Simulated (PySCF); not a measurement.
# Exact mass, isotope pattern and composition

Species: C2H3BCl2O2.

Calculated from isotope tables alone.

Q: Molar mass and exact mass?

A: For C2H3BCl2O2, with standard atomic weights, 2 × 15.999 + 2 × 12.011 + 1 × 10.810 + 2 × 35.450 + 3 × 1.008 = 140.754 g/mol. From the most abundant isotopes (16O, 12C, 11B, 35Cl, 1H), 2 × 15.994915 + 2 × 12.000000 + 1 × 11.009305 + 2 × 34.968853 + 3 × 1.007825 = 139.9603 u.

Q: What cluster does the molecular ion M+• show when like nominal masses merge?

A: 
```json
{"nominal mass": "139", "m/z (centroid)": "138.9634", "relative intensity": "24.7"}
{"nominal mass": "140", "m/z (centroid)": "139.9598", "relative intensity": "100.0"}
{"nominal mass": "141", "m/z (centroid)": "140.9608", "relative intensity": "18.2"}
{"nominal mass": "142", "m/z (centroid)": "141.9569", "relative intensity": "64.3"}
{"nominal mass": "143", "m/z (centroid)": "142.9586", "relative intensity": "4.0"}
{"nominal mass": "144", "m/z (centroid)": "143.9541", "relative intensity": "10.5"}
{"nominal mass": "145", "m/z (centroid)": "144.9577", "relative intensity": "0.2"}
```

Lines under 0.1 % of the tallest are left out. One electron mass, 0.00055 u, is taken off. Abundances used (%; other tables differ somewhat): 16O 99.757, 17O 0.038, 18O 0.205; 12C 98.93, 13C 1.07; 10B 19.9, 11B 80.1; 35Cl 75.78, 37Cl 24.22; 1H 99.9885, 2H 0.0115.

Q: Protons, neutrons, electrons, and exact less nominal mass of the monoisotopic species?

A: 70 protons, 70 neutrons and 70 electrons; 139.9603 − 140 = -0.0397 u.

Q: What resolving power m/Δm just matches the spacing of the species with one 37Cl and with one 18O?

A: They lie 0.00720 u apart at mass 141.96, so m/Δm is about 20000.

Q: Give the mass fraction of each element.

A: O 22.73 %, C 17.07 %, B 7.68 %, Cl 50.37 %, H 2.15 %.
